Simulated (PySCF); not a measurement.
# Effect of structural changes

Theory: PySCF, TDDFT B3LYP/def2-SVPD circular dichroism and optical rotation, one conformer, gas phase. Geometry: GFN2-xTB.

Each molecule in one low-energy conformer. The parent is C[C@H](C#[N+][SiH3])[C@@H](C)F.

The molecule is flexible and this is one conformer; a measurement averages over conformers.

(1) How does the specific rotation at 589.3 nm (origin-invariant length gauge) change along this series?
- C[C@H](C#[N+][SiH3])[C@@H](C)F (base)
- C[C@H](F)[C@H](C)C#[N+][SiH3] (diastereomer)

Results:

(1) 
```tsv
molecule	[α]589 (deg dm⁻¹ (g/mL)⁻¹)	S1 (eV)	R(S1), velocity form (10⁻⁴⁰ esu² cm²)
C[C@H](C#[N+][SiH3])[C@@H](C)F	-10.4	6.42	0.0
C[C@H](F)[C@H](C)C#[N+][SiH3]	+122.1	6.40	+1.5
```
The specific rotation at 589.3 nm (origin-invariant length gauge) is lowest for C[C@H](C#[N+][SiH3])[C@@H](C)F and highest for C[C@H](F)[C@H](C)C#[N+][SiH3].
